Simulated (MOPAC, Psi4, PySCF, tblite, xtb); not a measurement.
Dimer H4Ge ··· Cl2 (SMILES [GeH4] and ClCl) at R = 3.94 Å between the centres of mass, closest contact 2.82 Å (lowest of the rigid-body minima from ten starts at GFN2-xTB). Geometry in Å and degrees:

```
Ge
H 1 1.5359
H 1 1.5359 2 109.47
H 1 1.5359 2 109.47 3 -120.00
H 1 1.5359 2 109.47 3 120.00
Cl 3 2.8233 1 78.71 2 60.04
Cl 6 2.0135 3 149.34 1 -179.72
```

- GFN2-xTB (tblite)
- SAPT0/jun-cc-pVDZ, frozen core (Psi4)
- PBE0/def2-TZVP, counterpoise-corrected (Psi4)
- PBE0-D3(BJ)/def2-TZVP, counterpoise-corrected (Psi4)
- PBE/def2-TZVP, counterpoise-corrected (Psi4)
- PBE-D3(BJ)/def2-TZVP, counterpoise-corrected (Psi4)
- HF/aug-cc-pVDZ, counterpoise-corrected (Psi4)
- MP2/aug-cc-pVDZ = DF-MP2/aug-cc-pVDZ, frozen core, counterpoise-corrected run with Psi4
- SCS-MP2/aug-cc-pVDZ = DF-SCS-MP2/aug-cc-pVDZ, frozen core, counterpoise-corrected in Psi4 1.11
- PM7, restricted, heats of formation (MOPAC)
- PM3, restricted, heats of formation (MOPAC)
- GFN1-xTB (xtb)
- RKS-B3LYP/6-31G* = restricted B3LYP/6-31G*, spherical d, no counterpoise correction run with PySCF
- RHF/3-21G = restricted Hartree-Fock/3-21G, no counterpoise correction (PySCF 2.14.0)
- RHF/6-31G* = restricted Hartree-Fock/6-31G*, spherical d, no counterpoise correction in PySCF
- RKS-B3LYP/LANL2DZ = restricted B3LYP/LANL2DZ, with its core potentials past Ne, no counterpoise correction in PySCF

Task: What interaction energy does each level give?

Result: 
| method | E_int / kcal/mol |
|---|---|
| GFN1-xTB | -13.33 |
| PM7 | -7.12 |
| GFN2-xTB | -5.21 |
| PM3 | 0.25 |
| PBE-D3(BJ)/def2-TZVP | 2.29 |
| PBE0-D3(BJ)/def2-TZVP | 3.14 |
| PBE/def2-TZVP | 3.57 |
| PBE0/def2-TZVP | 4.38 |
| MP2/aug-cc-pVDZ | 5.21 |
| RKS-B3LYP/6-31G* | 5.37 |
| RKS-B3LYP/LANL2DZ | 6.02 |
| SCS-MP2/aug-cc-pVDZ | 6.44 |
| SAPT0/jun-cc-pVDZ | 6.66 |
| RHF/3-21G | 7.19 |
| RHF/6-31G* | 9.30 |
| HF/aug-cc-pVDZ | 10.20 |
